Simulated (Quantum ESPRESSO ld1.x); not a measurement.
Results of a calculation; reference values are marked as such.
The run below uses ld1.x (Quantum ESPRESSO 7.5).

```
 &input
    atom='Au',
    iswitch=1,
    rel=0,
    lsd=1,
    dft='SLA-VWN',
    config='[Xe] 4f14 5d10',
    verbosity='high',
    prefix='ld1',
    max_out_wfc=37,
    file_charge='ld1.rho',
 /
```

Command: `OMP_NUM_THREADS=1 ld1.x < ld1.in > ld1.out`

It prints (banner and zero overlaps left out):

```
     Program LD1 v.7.5 starts

     --------------------------- All-electron run ----------------------------

     atomic number is 79.00
     dft =SLA-VWN   lsd =1 sic =0 latt =0  beta=0.20 tr2=1.0E-14
     Exchange-correlation= SLA-VWN
                           (   1   2   0   0   0   0   0)
     mesh =1997 r(mesh) =  99.34038 a.u. xmin = -7.00 dx = 0.00800
     1 Ry =  13.60569312 eV

     n l     nl                  e(Ry)          e(Ha)          e(eV)
     1 0     1S 1( 1.00)   -5367.593363730   -2683.796681865 -73029.8281159
     2 0     2S 1( 1.00)    -896.351313576    -448.175656788 -12195.4809029
     2 1     2P 1( 3.00)    -862.024913255    -431.012456627 -11728.4464341
     3 0     3S 1( 1.00)    -210.223704995    -105.111852498  -2860.2392173
     3 1     3P 1( 3.00)    -193.988637921     -96.994318960  -2639.3498769
     4 0     4S 1( 1.00)     -44.732069276     -22.366034638   -608.6108073
     4 1     4P 1( 3.00)     -37.732642399     -18.866321200   -513.3787532
     3 2     3D 1( 5.00)    -163.597713739     -81.798856870  -2225.8602888
     5 0     5S 1( 1.00)      -6.807199218      -3.403599609    -92.6166636
     5 1     5P 1( 3.00)      -4.585718015      -2.292859007    -62.3918721
     4 2     4D 1( 5.00)     -24.838882186     -12.419441093   -337.9502085
     4 3     4F 1( 7.00)      -7.549029414      -3.774514707   -102.7097776
     5 2     5D 1( 5.00)      -1.184844221      -0.592422111    -16.1206269
     1 0     1S 2( 1.00)   -5367.593363730   -2683.796681865 -73029.8281159
     2 0     2S 2( 1.00)    -896.351313576    -448.175656788 -12195.4809029
     2 1     2P 2( 3.00)    -862.024913255    -431.012456627 -11728.4464341
     3 0     3S 2( 1.00)    -210.223704995    -105.111852498  -2860.2392173
     3 1     3P 2( 3.00)    -193.988637921     -96.994318960  -2639.3498769
     4 0     4S 2( 1.00)     -44.732069276     -22.366034638   -608.6108073
     4 1     4P 2( 3.00)     -37.732642399     -18.866321200   -513.3787532
     3 2     3D 2( 5.00)    -163.597713739     -81.798856870  -2225.8602888
     5 0     5S 2( 1.00)      -6.807199218      -3.403599609    -92.6166636
     5 1     5P 2( 3.00)      -4.585718015      -2.292859007    -62.3918721
     4 2     4D 2( 5.00)     -24.838882186     -12.419441093   -337.9502085
     4 3     4F 2( 7.00)      -7.549029414      -3.774514707   -102.7097776
     5 2     5D 2( 5.00)      -1.184844221      -0.592422111    -16.1206269

     final scf error:  7.6E-15 reached in  27 iterations

     Etot =  -35721.022881 Ry,  -17860.511440 Ha, -486009.275358 eV
     Total magnetization:    0.00 Bohr mag.

     Ekin =   35708.899796 Ry,   17854.449898 Ha,  485844.332380 eV
     Encl =  -85059.222235 Ry,  -42529.611117 Ha,-1157289.675006 eV
     Eh   =   14295.861627 Ry,    7147.930813 Ha,  194505.106224 eV
     Exc  =    -666.562069 Ry,    -333.281034 Ha,   -9069.038956 eV
```

Run on one thread of a shared host, so times are rough (Intel(R) Xeon(R) Processor @ 2.60GHz): 0.48 s of CPU time, 1.6 s wall, 27 iterations on 1997 mesh points.
